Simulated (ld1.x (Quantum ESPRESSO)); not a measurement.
**Transferability test, RRKJ potential for Ni**

nickel, norm-conserving RRKJ (Kleinman–Bylander form), made with ld1.x (Quantum ESPRESSO) 7.5 (PW91, scalar-relativistic). Core [Ne] 3s2, reference 3p6 3d8 4s1.5 4p0.5. Waves: 4s (bound): rc 1.95 bohr; 3p (bound): rc 0.95 bohr; 3d (bound): rc 1.25 bohr. Local part: all-electron potential smoothed inside 0.95 bohr (lloc = -1). Core correction: none. rho0 = 0.01.

Occupied shells without a wave of their own: 4p. They enter only through the test configuration that unscreens the potential.

Energies are relative to the spin-unpolarised reference configuration 3p6 3d8 4s1.5 4p0.5; without spin polarisation the order of configurations can differ from experiment.

```csv
valence configuration,charge,ΔE all-electron (eV),error AE − PS (meV)
3p6 3d8 4s2 4p0,0,-2.262,+1.0
3p6 3d8 4s1 4p0,+1,7.129,+2.9
3p6 3d8.5 4s1.5 4p0,0,-3.454,-2.2
3p6 3d7 4s0 4p0,+3,62.117,+76
3p6 3d7 4s2 4p1,0,8.322,-39
```

(1) What are ΔE and the potential's error for 3p5 3d8 4s2 4p0?

(2) What are ΔE and the potential's error for 3p6 3d8 4s0 4p0?

Levels in the configuration 3p6 3d8 4s1 4p0:

```csv
level,all-electron (eV),pseudo (eV)
3p,-80.582,-80.541
3d,-18.024,-18.003
4s,-13.251,-13.252
```

Note: ghost state, extra bound levels that the all-electron valence spectrum of the same l lacks: s at -156.2 eV. A true bound ghost makes a file unfit for plane-wave use.

## Answers

(1) ΔE = 77.325 eV all-electron; the error (AE − PS) is -234 meV.

(2) ΔE = 24.539 eV all-electron; the error (AE − PS) is -6.3 meV.

ld1.x printed “convergence not achieved” for 5 of the counted tests; their residual had stalled under 1e-8, short of the target of 1e-14. The 4p level has no wave, so the channel is fitted at the deeper level alone: the likely source of the large errors.
